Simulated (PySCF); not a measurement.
**Radial density of Ca (calcium, neutral)**

UHF, [Ar] 4p2, high-spin 3P determinant (an excited configuration). Computed with PySCF 2.14 in aug-cc-pVQZ-X2C (8s7p5d3f2g, 93 functions), with the spin-free X2C one-electron Hamiltonian (Gaussian nucleus).

| r (bohr) | 4πr²ρ (e/bohr) | 4πr²(ρα − ρβ) |
| --- | --- | --- |
| 0.00100 | 0.08394 | 0.0000 |
| 0.00169 | 0.2205 | 0.0000 |
| 0.00284 | 0.5702 | 0.0000 |
| 0.00478 | 1.434 | 0.0000 |
| 0.00804 | 3.434 | 0.0000 |
| 0.0135 | 7.569 | 0.0001 |
| 0.0228 | 14.47 | 0.0002 |
| 0.0383 | 21.82 | 0.0007 |
| 0.0644 | 22.79 | 0.0027 |
| 0.108 | 17.40 | 0.0089 |
| 0.182 | 21.01 | 0.0166 |
| 0.306 | 23.03 | 0.0073 |
| 0.515 | 8.415 | 0.0077 |
| 0.867 | 7.275 | 0.0578 |
| 1.46 | 4.985 | 0.0057 |
| 2.45 | 0.6362 | 0.1352 |
| 4.12 | 0.4663 | 0.4627 |
| 6.94 | 0.2067 | 0.2067 |
| 11.7 | 0.008900 | 0.0089 |

Densities and radii are taken from the X2C orbitals without a picture-change correction, which distorts them close to the nucleus.
